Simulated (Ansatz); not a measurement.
System: Si₂H₄, net charge 0, triplet state. This is an excited triplet: at this geometry the singlet lies 0.18 eV lower at RI-MP2/CBS(aug-cc-pV(T+d)Z,aug-cc-pV(Q+d)Z)+[CCSD(T)-MP2]/aug-cc-pV(T+d)Z. 
Coordinates optimised at B3LYP-D3(BJ)/def2-TZVP (Ansatz, a first-principles code):
```
Si
H 1 1.4804
H 1 1.4844 2 109.21
H 1 1.4844 2 109.21 3 118.63
Si 1 2.3277 2 107.05 3 -120.69
H 5 1.4907 1 121.55 2 180.00
```
Charge 0, spin multiplicity 3.

Parts of the frozen-core correlation energy in aug-cc-pV(D+d)Z (Ansatz, hartree). Frozen orbitals: 10; correlated occupied orbitals by spin: 7 and 5; virtual: 83 and 85. Open shells are spin-unrestricted. Spin-orbit coupling is left out. No relativistic terms.

| term | value |
|---|---|
| reference (HF) | -580.12921 |
| MP2 opposite-spin | (withheld) |
| MP2 same-spin | (withheld) |
| CCSD correlation | (withheld) |
| (T) | -0.00646 |
| T1 diagnostic | 0.018 |
| largest doubles amplitude | 0.020 |
| <S^2> of the reference | 2.012 |

**Question.** Complete the blanks.

**Answer.** 
- MP2 opposite-spin, value: -0.14805
- MP2 same-spin, value: -0.03040
- CCSD correlation, value: -0.22363
